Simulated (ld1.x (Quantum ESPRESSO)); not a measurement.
**Cutoff test, Zn, ultrasoft**

ld1.x (Quantum ESPRESSO) 7.5 input, shortened:

```
&input
   title='Zn', zed=30., rel=1, dft='PBE', iswitch=3,
   config='[Ar] 3d10 4s1 4p0'
 /
 &inputp
   pseudotype=3, tm=.true., lloc=-2, rcloc=1.20,
   nlcc=.false.,
   which_augfun='PSQ', rmatch_augfun_nc=.true.
 /
6
3S  1  0   2.00   0.00  0.90  1.05  0.0
4S  2  0   1.00   0.00  0.90  1.05  0.0
3P  2  1   6.00   0.00  1.05  1.45  0.0
4P  3  1   0.00   0.00  1.05  1.45  0.0
3D  3  2  10.00   0.00  1.00  1.15  0.0
3D  3  2   0.00   2.70  1.00  1.15  0.0
 &test
   configts(1)='3s2 3p6 3d10 4s1 4p0'
 /
```

The pseudo-atom Hamiltonian at the reference potential is diagonalised in spherical Bessel functions j_l(qr) that vanish at 20 bohr, with q² up to the cutoff. All-electron valence levels (Ry): 3s -10.2090, 4s -1.0288, 3p -6.8416, 4p -0.5716, 3d -1.4523.

Problem. How do the lowest levels (Ry) of each channel move with the cutoff, and are there ghosts?

Solution.

| cutoff (Ry) | s #1 | s #2 | s #3 | p #1 | p #2 | d #1 | d #2 | f #1 | f #2 | Σ f·Δε (mRy) |
| --- | --- | --- | --- | --- | --- | --- | --- | --- | --- | --- |
| 8 | -7.9230 | -0.7756 | -0.2125 | -5.4241 | -0.4025 | -0.2154 | -0.0758 | -0.0495 | 0.0498 | 25700.0 |
| 21 | -9.9235 | -0.9610 | -0.2494 | -6.7569 | -0.4713 | -0.5819 | -0.1407 | -0.0495 | 0.0498 | 9851.8 |
| 45 | -10.2026 | -1.0136 | -0.2595 | -6.8409 | -0.5261 | -1.3519 | -0.1677 | -0.0495 | 0.0498 | 1037.0 |
| 70 | -10.2083 | -1.0272 | -0.2622 | -6.8415 | -0.5701 | -1.4479 | -0.1705 | -0.0495 | 0.0498 | 48.6 |
| 120 | -10.2090 | -1.0288 | -0.2625 | -6.8416 | -0.5715 | -1.4520 | -0.1713 | -0.0495 | 0.0498 | 4.2 |
| 230 | -10.2090 | -1.0288 | -0.2625 | -6.8416 | -0.5716 | -1.4524 | -0.1713 | -0.0495 | 0.0498 | 0.2 |
| 400 | -10.2090 | -1.0288 | -0.2625 | -6.8416 | -0.5717 | -1.4524 | -0.1713 | -0.0495 | 0.0498 | 0.0 |

Result: no extra level below or beside the all-electron valence levels (s, p, d, f tested); 10 mRy is reached at 110 Ry and 1 mRy at 180 Ry.

Test run stopped at test 4 of 7 (negative rho), 3 before it not solved.
